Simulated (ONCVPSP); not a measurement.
# copper (Cu): excitation energies, all-electron against ONCV

copper (Cu), optimised norm-conserving Vanderbilt (ONCV), made with ONCVPSP 4.0.1 (PW91, scalar-relativistic). Core [Ne], reference 3s2 3p6 3d10 4s1. Waves: 3s+4s: rc 1.45 bohr, ncon 4, nbas 9, qcut 9.7 1/bohr, 2 projectors; 3p: rc 0.80 bohr, ncon 4, nbas 7, qcut 11.9 1/bohr, 2 projectors, debl 1.2 Ha; 3d: rc 1.60 bohr, ncon 4, nbas 9, qcut 11.1 1/bohr, 2 projectors, debl 0.5 Ha. Local part: polynomial inside 0.70 bohr (lpopt 1, dvloc0 0 Ha). Core correction: none.

In the p channel the program set the typed energies aside and used -2.653, 0.250 Ha.

Energies are relative to the spin-unpolarised reference configuration 3s2 3p6 3d10 4s1; without spin polarisation the order of configurations can differ from experiment. Not all tests gave a result: 1 of 4 tests not solved or not reliable.

```tsv
valence configuration	charge	ΔE all-electron (eV)	error AE − PS (meV)
3s2 3p6 3d10 4s0	+1	8.205	+7.5
3s2 3p6 3d9 4s0	+2	29.638	+7.5
3s1 3p6 3d10 4s1	+1	122.248	-588
```

Levels in the configuration 3s2 3p6 3d10 4s0:

| level | all-electron (eV) | pseudo (eV) |
| --- | --- | --- |
| 3s | -123.337 | -123.330 |
| 3p | -80.861 | -80.849 |
| 3d | -13.750 | -13.764 |
